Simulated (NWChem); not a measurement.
System: InNH3Br; SMILES [NH2][InH][Br]

```xyz
6

In    -0.3433     0.8151     0.0066
H     -1.9509     1.3560     0.1767
Br     0.1271    -1.6392    -0.0275
N      1.3650     1.8675    -0.0482
H      1.3855     2.8527    -0.2874
H      2.2323     1.4094    -0.3067
```
Atoms are numbered in this order, from 1.

Results from NWChem. STO-3G and 3-21G are far too small for this property and stand as cheap habits. Structure relaxed at the PBE0/def2-SVP level. def2 effective core potentials on In; no spin-orbit coupling. Field at 589 nm.

```tsv
level	isotropic polarisability (bohr³)	anisotropy (bohr³)
B3LYP/STO-3G (all-electron, non-relativistic)	29.7	28.7
B3LYP/def2-SVP (core potentials)	57.0	31.9
B3LYP/def2-SVPD (core potentials)	…	…
```

Complete the blanks.


- B3LYP/def2-SVPD (core potentials), isotropic polarisability (bohr³): 73.8
- B3LYP/def2-SVPD (core potentials), anisotropy (bohr³): 29.6
